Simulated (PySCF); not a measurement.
```xyz
3
charge 0 multiplicity 4, angstrom
Co    0.0000    0.0000   -0.2581
O     1.4023    0.0000    0.4754
O    -1.4023    0.0000    0.4754
```

These are results of PySCF, UPBE0, basis Co def2-TZVP, O def2-TZVP (no relativity, density fitting), not measurements.

This geometry of CoO₂ is a stationary point at this level.

Q: What is the point group?

A: C2v.

Q: Is it a minimum?

A: Yes: all harmonic wavenumbers are real.

Q: Which band is strongest in the infrared?

A: 859 cm⁻¹ (b2), 89 km/mol.

Q: What are the dipole moment and the gap between the highest occupied and lowest empty levels of either spin?

A: 3.58 D and 4.28 eV.

Q: Give the atomic charges and bond orders.

A: 
| atom | Mulliken | Löwdin | polar tensor | spin (Mulliken) | Mayer order to Co1 |
| --- | --- | --- | --- | --- | --- |
| Co1 | 1.00 | 0.45 | 1.13 | 2.20 | – |
| O2,3 | -0.50 | -0.23 | -0.57 | 0.40 | 1.73 |
Other Mayer orders above 0.3: O–O 0.37.

This need not be the most stable arrangement of these atoms. With open d or f shells other occupations or spin states may lie lower. At this level a broken-symmetry Ms = 3/2 minimum of C∞v symmetry lies 15 kJ/mol below this structure.
